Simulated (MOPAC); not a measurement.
Input file for MOPAC: AM1 on ClH5OSi (a complex), monomers drawn apart or pushed together.

```
AM1 1SCF PRECISE CHARGE=0 THREADS=1
ClH5OSi

Cl    -0.82228556 1     0.45499640 1    -0.43238706 1
H     -0.72558065 1    -0.38573706 1     0.53624912 1
O      0.27823406 1    -0.25223971 1     4.65519134 1
Si     0.04300324 1     0.26644564 1     3.10739487 1
H      1.01532717 1    -0.83823570 1     4.84222686 1
H      1.26063433 1     0.88757478 1     2.53674158 1
H     -1.06921149 1     1.23132127 1     3.15699263 1
H     -0.33542445 1    -0.86859372 1     2.21725146 1
```

Program output:

```
*******************************************************************************
 **                                                                           **
 **                              MOPAC v23.2.5                                **
 **                                                                           **
 *******************************************************************************
 ** MOPAC's Digital Object Identifier: https://doi.org/10.5281/zenodo.6511958 **
 **                                                                           **
 ** Please cite the open-source release paper for use of this MOPAC version:  **
 ** J. E. Moussa and J. J. P. Stewart (2026)                                  **
 ** MOPAC: An open-source semiempirical molecular orbital program             **
 ** J. Open Source Softw., 11(119), 8025, https://doi.org/10.21105/joss.08025 **
 *******************************************************************************

                              AM1 CALCULATION RESULTS

 *******************************************************************************
 *  AM1        - The AM1 Hamiltonian to be used
 *
 *
 *
 *                 CHARGE ON SYSTEM = 0
 *
 *
 *
 *  PRECISE    - TIGHTER CRITERIA TO BE USED
 *  1SCF       - DO 1 SCF AND THEN STOP
 *  THREADS=1  - MULTI-THREADING NOT USED
 *  T=         - A TIME OF 172800.0 SECONDS REQUESTED
 *  DUMP=N     - RESTART FILE WRITTEN EVERY 7200.0 SECONDS REQUESTED
 *******************************************************************************
AM1 1SCF PRECISE CHARGE=0 THREADS=1
 ClH5OSi

   ATOM   CHEMICAL          X               Y               Z
  NUMBER   SYMBOL      (ANGSTROMS)     (ANGSTROMS)     (ANGSTROMS)

     1      Cl         -0.82228556  *   0.45499640  *  -0.43238706  *
     2       H         -0.72558065  *  -0.38573706  *   0.53624912  *
     3       O          0.27823406  *  -0.25223971  *   4.65519134  *
     4      Si          0.04300324  *   0.26644564  *   3.10739487  *
     5       H          1.01532717  *  -0.83823570  *   4.84222686  *
     6       H          1.26063433  *   0.88757478  *   2.53674158  *
     7       H         -1.06921149  *   1.23132127  *   3.15699263  *
     8       H         -0.33542445  *  -0.86859372  *   2.21725146  *



          CARTESIAN COORDINATES

    NO.       ATOM           X           Y           Z

     1        Cl         -0.8223      0.4550     -0.4324
     2         H         -0.7256     -0.3857      0.5362
     3         O          0.2782     -0.2522      4.6552
     4        Si          0.0430      0.2664      3.1074
     5         H          1.0153     -0.8382      4.8422
     6         H          1.2606      0.8876      2.5367
     7         H         -1.0692      1.2313      3.1570
     8         H         -0.3354     -0.8686      2.2173

  H: (AM1): M.J.S. DEWAR ET AL, J. AM. CHEM. SOC. 107 3902-3909 (1985)
  O: (AM1): M.J.S. DEWAR ET AL, J. AM. CHEM. SOC. 107 3902-3909 (1985)
 Si: (AM1): M.J.S.DEWAR, C. JIE, ORGANOMETALLICS, 6, 1486-1490 (1987).
 Cl: (AM1): M.J.S. DEWAR AND E. G. ZOEBISCH, THEOCHEM, 180, 1 (1988).

           Empirical Formula: H5 O Cl Si  =     8 atoms



      MOLECULAR POINT GROUP   :   C1


      RHF CALCULATION, NO. OF DOUBLY OCCUPIED LEVELS = 11


 -------------------------------------------------------------------------------
 AM1 1SCF PRECISE CHARGE=0 THREADS=1
 ClH5OSi



     1SCF WAS SPECIFIED, SO BFGS WAS NOT USED
     SCF FIELD WAS ACHIEVED


                              AM1 CALCULATION
                                                       MOPAC v23.2.5 Linux




          FINAL HEAT OF FORMATION =        -81.81707 KCAL/MOL =    -342.32264 KJ/MOL


          COSMO AREA              =        123.87 SQUARE ANGSTROMS
          COSMO VOLUME            =        108.81 CUBIC ANGSTROMS

          IONIZATION POTENTIAL    =         11.306237 EV
          HOMO LUMO ENERGIES (EV) =        -11.306  1.004
          NO. OF FILLED LEVELS    =         11
          MOLECULAR WEIGHT        =         84.5774         POINT GROUP:  C1

          MOLECULAR DIMENSIONS (Angstroms)

            Atom       Atom       Distance
            H     5   Cl     1     5.73331
            H     7    H     6     2.42213
            H     6    H     8     2.05362


          SCF CALCULATIONS        =          1





   ATOM   CHEMICAL          X               Y               Z
  NUMBER   SYMBOL      (ANGSTROMS)     (ANGSTROMS)     (ANGSTROMS)

     1      Cl         -0.82228556  *   0.45499640  *  -0.43238706  *
     2       H         -0.72558065  *  -0.38573706  *   0.53624912  *
     3       O          0.27823406  *  -0.25223971  *   4.65519134  *
     4      Si          0.04300324  *   0.26644564  *   3.10739487  *
     5       H          1.01532717  *  -0.83823570  *   4.84222686  *
     6       H          1.26063433  *   0.88757478  *   2.53674158  *
     7       H         -1.06921149  *   1.23132127  *   3.15699263  *
     8       H         -0.33542445  *  -0.86859372  *   2.21725146  *

                             CARTESIAN COORDINATES

   1   Cl       -0.822285560     0.454996400    -0.432387060
   2    H       -0.725580650    -0.385737060     0.536249120
   3    O        0.278234060    -0.252239710     4.655191340
   4   Si        0.043003240     0.266445640     3.107394870
   5    H        1.015327170    -0.838235700     4.842226860
   6    H        1.260634330     0.887574780     2.536741580
   7    H       -1.069211490     1.231321270     3.156992630
   8    H       -0.335424450    -0.868593720     2.217251460


           Empirical Formula: H5 O Cl Si  =     8 atoms



      MOLECULAR POINT GROUP   :   C1


                  EIGENVALUES
 -37.00868 -36.48228 -18.93063 -17.45119 -15.75843 -14.44361 -13.74679 -12.34724
 -12.30340 -11.84906 -11.30624   1.00421   1.31944   1.44483   1.63791   2.00199
   5.46355


              NET ATOMIC CHARGES AND DIPOLE CONTRIBUTIONS

  ATOM NO.   TYPE          CHARGE      No. of ELECS.   s-Pop       p-Pop
    1         Cl          -0.187516        7.1875     1.98053     5.20699
    2          H           0.180359        0.8196     0.81964
    3          O          -0.615371        6.6154     1.83355     4.78182
    4         Si           1.082392        2.9176     0.82519     2.09242
    5          H           0.242593        0.7574     0.75741
    6          H          -0.239819        1.2398     1.23982
    7          H          -0.186682        1.1867     1.18668
    8          H          -0.275958        1.2760     1.27596
 DIPOLE           X         Y         Z       TOTAL
 POINT-CHG.     0.648    -0.565     0.200     0.882
 HYBRID         0.555    -0.744     0.436     1.025
 SUM            1.202    -1.309     0.636     1.888


          ATOMIC ORBITAL ELECTRON POPULATIONS

     Atom    s        px        py        pz
    1 Cl   1.98053   1.99555   1.65708   1.55435
    2  H   0.81964
    3  O   1.83355   1.55391   1.68502   1.54290
    4 Si   0.82519   0.78036   0.74283   0.56923
    5  H   0.75741
    6  H   1.23982
    7  H   1.18668
    8  H   1.27596

 **********************
 *                    *
 * JOB ENDED NORMALLY *
 *                    *
 **********************




 == MOPAC DONE ==
```

The run finished.

Cost: very roughly 0.04 core-seconds.
